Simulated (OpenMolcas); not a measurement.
## 5d⁶ along the 74-electron sequence

```
Program             : OpenMolcas
Method              : SS-CASPT2, IPEA 0.25 Eh, imaginary shift 0.1 Eh
Basis               : ANO-R2
Scalar Hamiltonian  : X2C, finite nucleus
Spin-orbit coupling : RASSI with atomic mean-field integrals over the reference wave functions, term energies averaged over their components
```

Active space for each ion: 6 electrons in 5 orbitals (5d); closed shells correlated by CASPT2: 5s 5p.

Computed levels in cm-1 above ⁵D₄:

| Level | Os2+ | Ir3+ | Pt4+ | Au5+ |
| --- | --- | --- | --- | --- |
| ⁵D₃ | 4620 | 6000 | 7630 | 9480 |
| ⁵D₁ | 7100 | 8970 | 11040 | 13320 |
| ⁵D₀ | 7390 | 9220 | 11130 | 13100 |
| ³G₅ | 16910 | 19560 | 22120 | 24760 |
| ³H₆ | 17310 | 20020 | 22670 | 25390 |
| ³F₂(1) | 20480 | 23840 | 27130 | 30500 |
| ¹S₀(1) | 22410 | 26990 | 31410 | 35940 |
| ³D₁ | 24140 | 28580 | 32890 | 37210 |
| ³D₂ | 25120 | 29640 | 34030 | 38450 |
| weight of ⁵D in the lowest level (%) | 86 | 83 | 80 | 76 |

Mixed levels, with the weight of the term that names them: Os2+ ³G₅ (50 %), Os2+ ¹S₀(1) (60 %), Os2+ ³D₁ (72 %), Os2+ ³D₂ (70 %), Ir3+ ³G₅ (51 %), Ir3+ ³F₂(1) (72 %), Ir3+ ¹S₀(1) (60 %), Ir3+ ³D₁ (73 %), Ir3+ ³D₂ (68 %), Pt4+ ⁵D₀ (74 %), Pt4+ ³G₅ (52 %), Pt4+ ³F₂(1) (67 %), Pt4+ ¹S₀(1) (60 %), Pt4+ ³D₁ (73 %), Pt4+ ³D₂ (65 %), Au5+ ⁵D₀ (69 %), Au5+ ³G₅ (53 %), Au5+ ³F₂(1) (62 %), Au5+ ¹S₀(1) (59 %), Au5+ ³D₁ (72 %), Au5+ ³D₂ (62 %).

The fine-structure level ⁵D₀ changes by a factor of 1.77 from Os2+ to Au5+. Its fourth root runs 9.27, 9.80, 10.27, 10.70, with steps per unit of Z of 0.53, 0.47, 0.43; equal steps would mean a (Z - σ)^4 law with constant σ.

³G₅ changes by a factor of 1.46 over the same range, with steps per unit of Z of +2650, +2560, +2640 cm-1.

CASPT2 does not keep the components of a term degenerate, so their means are used; among the terms shown or strongly mixed into the levels shown the widest spread is 140 cm-1 (5d⁶ ³F(1), Ir3+). Configurations with an s electron lie low in 5d ions of this charge, fall among these levels and mix in, so low-spin terms can stand far too high, up to twice their true height, and weights are not those of the real levels (holds for Os2+). Only configurations of the active space appear.

A number in round brackets counts repeated terms of one configuration in the order of the reference energies.
